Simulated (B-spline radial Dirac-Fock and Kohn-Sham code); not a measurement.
Method: relaxed Dirac-Fock hole states (ΔSCF) with Breit and QED corrections and a finite nucleus. Computed with a B-spline atomic structure program. Free neutral atoms.

Q: Order these X-ray lines by photon energy, lowest first.
A. Cs Lℓ
B. Lu Lα1
C. Ba Lβ6
D. Ho Lβ15
E. La Lβ1
F. Ce Lβ6

A: A (3792.3 eV), C (4984.4 eV), E (5041.7 eV), F (5423.9 eV), B (7655.1 eV), D (7895.2 eV).
